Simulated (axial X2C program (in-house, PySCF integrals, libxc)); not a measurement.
Which molecule has these constants?

Computed with an axial X2C code built on PySCF integrals, spin-free (one-electron X2C) or two-component (2c: spin–orbit coupling with atomic mean-field Coulomb and Gaunt terms, which also bring small scalar terms), in Dyall basis sets with cores contracted in-house; open shells are unrestricted.

A two-component PBE0 calculation in a Dyall 3-zeta basis gave Re = 1.523 Å, ωe = 1646.2 cm⁻¹, De = 2.08 eV, Ω = 1/2.

Question: Which molecule is it?
A. AgH⁻
B. AuH⁻
C. CuH⁻

Answer: C. The others have AgH⁻ 1.698 Å and 1446.9 cm⁻¹ (Ω = 1/2); AuH⁻ 1.617 Å and 1782.9 cm⁻¹ (Ω = 1/2).

Each entry is the lowest single determinant of a limited PBE0 search at one distance. De goes to single-determinant-based atoms at the same level (for ions the charge split of lowest energy) and is withheld (n/a) where an atom does not fit its ground term or J level. Main or longest-lived isotopes.
